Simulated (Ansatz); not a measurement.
Si2W2⁻, relaxed as a quartet with UKS PBE0-D4/def2-SVPD in Ansatz, starting from the PBE0-D4/def2-SVPD geometry of the charge -1 doublet. Force threshold 0.02 eV/Å.

In the def2 sets W takes a core potential; there is no spin–orbit coupling. The charge -1 quartet is spin-contaminated (final ⟨S²⟩ up to 3.91, 3.75 for a pure state). The highest occupied level of the charge -1 quartet lies above zero (up to 0.21 eV). It is a level of α spin, whose loss leaves a triplet; that state wasn't run at this geometry and level. The electron is either unbound and held by the finite basis, or the level is raised by self-interaction error. The relaxation made no stability test and no search for a lower SCF solution. The structure comes from a short search, and lower isomers may exist.

Start:

```xyz
4

W     1.439   -0.915   -0.379
W     0.614    0.448    1.139
Si   -1.025   -0.930   -0.387
Si   -1.028    1.397   -0.372
```

| step | energy (eV) | largest force component (eV/Å) | SCF passes |
| --- | --- | --- | --- |
| 1 | -19391.3947 | 0.665 | 42 |
| 2 | -19391.5569 | 0.499 | 52 |
| 3 | -19391.7963 | 1.576 | 45 |
| 4 | -19392.0500 | 0.469 | 46 |
| 5 | -19392.0850 | 0.628 | 58 |
| 6 | -19392.1150 | 0.069 | 46 |
| 7 | -19392.1153 | 0.017 | 42 |

Force components are those of the run's own axes.

End:

Cartesian coordinates in Å:
```
W 1.408 -0.496 -0.635
W 0.335 0.225 1.256
Si -1.156 -1.047 -0.024
Si -0.586 1.317 -0.597
```

By distances, no bond broke or formed. The bond that changes most is W1–Si4, from 3.38 to 2.70 Å (atoms count from 1).

No frequencies were taken in this run, so the end may be a saddle point.

Run time 32 s (4 threads of Arm Neoverse V1 on a shared host).
